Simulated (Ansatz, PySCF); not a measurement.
Mo(NH)(S)(Cl)(SH) (ClH₂MoNS₂), SMILES [SH][Mo](=[S])(=[NH])[Cl], multiplicity 1. Atoms are numbered in the order given.

```xyz
7

Mo     0.1274    -0.0966    -0.1252
N      0.8097    -1.1246    -1.2998
H      1.5159    -1.7720    -1.6519
S      1.3059    -0.1371     1.6178
Cl    -0.0342     2.0155    -0.9508
S     -1.9009    -1.1266     0.2935
H     -2.1463    -0.4374     1.4346
```

Geometry optimised at PBE0-D3(BJ)/def2-SVP. The multiplicity is an assumed one; no other spin state was optimised. The structure was generated by enumeration; whether it is a known compound was not checked. The def2 effective core potentials stand for the cores of Mo; spin–orbit coupling is left out. One conformer was computed; it need not be the lowest.

Two levels are set side by side: PBE-D3(BJ)/def2-SVP (Ansatz, a first-principles code) and PBE0-D3(BJ)/def2-SVP (Ansatz). Each level has its own optimised geometry; the coordinates shown are those of the second. Frequencies come from the Hessian of PySCF at each geometry. Differences are taken from unrounded values.

```json
[
 {"quantity": "mean bond length (Å)", "PBE0-D3(BJ)": "1.795"},
 {"quantity": "bond Mo1–N2 (Å)", "PBE0-D3(BJ)": "1.704"},
 {"quantity": "bond Mo1–S4 (Å)", "PBE0-D3(BJ)": "2.104"},
 {"quantity": "bond Mo1–Cl5 (Å)", "PBE0-D3(BJ)": "2.274"},
 {"quantity": "bond Mo1–S6 (Å)", "PBE0-D3(BJ)": "2.313"},
 {"quantity": "bond N2–H3 (Å)", "PBE0-D3(BJ)": "1.021"},
 {"quantity": "bond S6–H7 (Å)", "PBE0-D3(BJ)": "1.355"},
 {"quantity": "highest harmonic wavenumber (cm⁻¹)", "PBE0-D3(BJ)": "3604"},
 {"quantity": "mean harmonic wavenumber (cm⁻¹)", "PBE0-D3(BJ)": "785"},
 {"quantity": "zero-point energy (kcal/mol)", "PBE0-D3(BJ)": "16.82"}
]
```

Question: What does PBE-D3(BJ) give, and how far is it from PBE0-D3(BJ)? (Estimate from the structure and the level; the computed values follow.)

Answer: 
```csv
quantity,PBE-D3(BJ),PBE-D3(BJ) minus PBE0-D3(BJ)
mean bond length (Å),1.812,0.017
bond Mo1–N2 (Å),1.730,0.026
bond Mo1–S4 (Å),2.129,0.025
bond Mo1–Cl5 (Å),2.286,0.012
bond Mo1–S6 (Å),2.329,0.016
bond N2–H3 (Å),1.030,0.009
bond S6–H7 (Å),1.368,0.012
highest harmonic wavenumber (cm⁻¹),3477,-127
mean harmonic wavenumber (cm⁻¹),752,-33
zero-point energy (kcal/mol),16.12,-0.70
```

Exact exchange shortens and stiffens bonds; PBE has none. Differences between two approximate levels are no errors against the true value.
